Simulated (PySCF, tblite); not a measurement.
One entry of a table of gas-phase calculations, keyed by method. Lists by class give the value and the number of equivalent atoms.

```json
{
 "formula": "C7H16Si2",
 "smiles": "C=CC[C@@H]1C[SiH2][SiH2][C@H]1C",
 "charge": 0,
 "multiplicity": 1,
 "geometry_level": "GFN2-xTB",
 "electronic_structure_code": "PySCF",
 "results": {
  "GFN2-xTB geometry": {
   "point_group": "C1",
   "rotational_constants_GHz": [1.638, 0.78, 0.665]
  },
  "PBE0/pcSseg-1 ground state and GIAO shieldings, non-relativistic": {
   "dipole_D": 0.76,
   "homo_eV": -7.44,
   "lumo_eV": 0.1,
   "shift_vs_computed_TMS_C_by_class_ppm": [
    [146.7, 1],
    [122.9, 1],
    [53.4, 1],
    [46.9, 1],
    [31.6, 1],
    [21.6, 1],
    [11.9, 1]
   ],
   "shift_vs_computed_TMS_H_by_class_ppm": [
    [6.42, 1],
    [5.43, 1],
    [5.38, 1],
    [3.95, 1],
    [3.88, 1],
    [3.84, 1],
    [3.5, 1],
    [1.86, 1],
    [1.81, 1],
    [1.55, 1],
    [1.51, 1],
    [1.47, 1],
    [1.08, 3],
    [0.99, 1]
   ],
   "shielding_other_nuclei_by_class_ppm": [
    ["Si", 414.9, 1],
    ["Si", 427.7, 1]
   ]
  },
  "GFN2-xTB harmonic vibrations, gas phase": {
   "strongest_ir_bands_cm-1_km_per_mol_modes": [
    [592.7, 382.0, 1],
    [687.6, 92.5, 1],
    [806.5, 253.3, 1],
    [831.0, 161.0, 1],
    [2188.4, 513.0, 1],
    [2204.6, 793.5, 2]
   ],
   "zpe_kcal_per_mol": 127.6
  }
 }
}
```

The rotational constants make it an asymmetric top with κ = (2B − A − C)/(A − C) = -0.76, nearer the prolate limit (−1).

 NMR classes are plain means over equivalent atoms (diastereotopic ones count apart unless rotation or inversion swaps them), as if these changed places fast; in this geometry the members of some classes differ.

One conformer stands for the species.
